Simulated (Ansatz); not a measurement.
Ansatz (a first-principles code) input (CCSD(T)/cc-pVDZ):

Ansatz 0.2 input:
```yaml
crystal:
  periodic: [false, false, false]
  atoms:
    - {symbol: Br, position_ang: [-0.00000000, -0.00000000, -0.04054719]}
    - {symbol: H, position_ang: [0.00000000, 0.00000000, 1.41915152]}
basis:
  gaussian:
    orbitals: cc-pVDZ
total_charge: 1
magnetization: {spin_polarized: true, initial_magnetization: 1}
correlation: {method: ccsd_t, electrons: outside_noble_gas}
```

Output:

```
Functional definition: HF
integrals: 0.01 GiB planned
361 factors; integrals over basis functions are off by at most 9.8e-4 eV
mean field: 0.07 GiB planned
mean field evaluation 1: about -70002.9669 eV, gradient 7.6e0 eV
mean field evaluation 2: about -70002.9688 eV, gradient 7.6e0 eV
mean field evaluation 4: about -70003.3637 eV, gradient 6.7e-1 eV
mean field evaluation 8: about -70003.3683 eV, gradient 1.9e-6 eV
mean field evaluation 16: about -70003.3681 eV, gradient 1.2e-1 eV
mean field evaluation 32: about -70003.3683 eV, gradient 5.5e-3 eV
mean field -70003.36828227 eV, -2572.5763343861 hartree, gradient 1.8e-6 eV, S^2 0.757746; 2 other end points of the search recorded, 0 dependent functions left out
14 core orbitals not correlated
reference -70003.36828227 eV, -2572.5763343861 hartree; 4, 3 occupied and 14, 15 virtual orbitals, 361 factors
second order -2.71719317 eV of doubles, -0.00000000 eV of singles
coupled cluster: 0.05 GiB planned
cycle   1  -3.09823033 eV  change   -3.8e-1 eV  update   4.0e-2
cycle   2  -3.21502880 eV  change   -1.2e-1 eV  update   1.4e-2
cycle   3  -3.22259138 eV  change   -7.6e-3 eV  update   3.3e-3
cycle   4  -3.22302530 eV  change   -4.3e-4 eV  update   1.0e-3
cycle   5  -3.22304506 eV  change   -2.0e-5 eV  update   4.9e-4
cycle   6  -3.22306462 eV  change   -2.0e-5 eV  update   1.7e-4
cycle   7  -3.22309340 eV  change   -2.9e-5 eV  update   3.9e-5
cycle   8  -3.22308739 eV  change    6.0e-6 eV  update   9.9e-6
cycle   9  -3.22308803 eV  change   -6.4e-7 eV  update   2.8e-6
perturbative correction -0.04916523 eV, -0.0018067891 hartree
Total energy: -70006.64053553 eV, -2572.6965874756 hartree
```
